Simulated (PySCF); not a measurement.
**Vibration and rotation of GeSb⁺**

UHF-CCSD(T) constants of GeSb⁺, ³Σ⁻ (triplet), unpaired electrons π ↑↑ (basis Ge cc-pVDZ-PP with ECP10, Sb cc-pVDZ-PP with ECP28; scalar-relativistic core potentials; PySCF 2.14; masses 73.9212 and 120.9038 u):

* ωe: 226.5 cm⁻¹
* ωexe: 0.562 cm⁻¹
* Be: 0.05282 cm⁻¹
* αe: 0.000169 cm⁻¹
* D (centrifugal): 1.15e-08 cm⁻¹
* De to Ge⁺ + Sb: 2.12 eV

Give the vibrational terms G(v) and spacings up to v = 6.

G(v) = ωe(v+½) − ωexe(v+½)².

```csv
v,G(v) (cm⁻¹),G(v) − G(v−1),Bv (cm⁻¹)
0,113.1,,0.05274
1,338.5,225.4,0.05257
2,562.7,224.3,0.05240
3,785.9,223.1,0.05223
4,1007.9,222.0,0.05206
5,1228.7,220.9,0.05189
6,1448.5,219.8,0.05172
```

How well does the Morse estimate ωe²/(4ωexe) reproduce De, and what is D0?

It gives 2.83 eV, 133 % of the computed De. D0 = De − G(0) = 2.12 − 0.01 = 2.11 eV.

Correlated steps freeze 8 core orbitals. Correlated levels converge slowly with the basis: in double zeta they bind strong bonds too weakly, by up to about 1 eV, and carry superposition errors of some tenths. Spin–orbit coupling is left out, which matters for elements this heavy, above all for dissociation energies. For an ion De counts to the pair picked by the measured ionisation energies or electron affinities, which need not be the lowest pair at this level. The state was picked by a PBE0 search and need not be the measured ground state.
